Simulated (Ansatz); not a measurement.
Two isomers of CH8AlFSi2: A = `[CH3][AlH][SiH](F)[SiH3]`, B = `F[CH2][Al]([SiH3])[SiH3]`.

Isolated molecules relaxed with PBE0-D4/def2-TZVP in Ansatz; ΔE leaves out vibrations. CBS: MP2 limit from def2 TZ/QZ plus the TZ coupled-cluster correction, frozen cores. Functionals use def2-TZVPP. B3LYP here is the variant with VWN-RPA as its local correlation; programs differ in this. Each species was taken in one conformer, which may not be the lowest.

(1) Which is lower in electronic energy at CCSD(T)/CBS, and by how much? (An estimate is asked.)

(2) Give E(B) − E(A) in kJ/mol with HF/def2-TZVPP, r2SCAN-D4, B2PLYP, CCSD/def2-TZVPP, PBE0-D4, B3LYP-D4, PBE-D4. (An estimate is asked.)

Largest T1 diagnostic: 0.013.

Results:

(1) Ansatz gave: A, by 227.5 kJ/mol.

(2) The calculation gave: HF/def2-TZVPP 224.8, r2SCAN-D4 223.1, B2PLYP 224.6, CCSD/def2-TZVPP 221.8, PBE0-D4 215.2, B3LYP-D4 219.7, PBE-D4 209.0. None reverses the order clearly.

From PBE to PBE0 (25 % exact exchange), in def2-TZVPP and without D4, E(B) − E(A) moves by +6.5 kJ/mol.
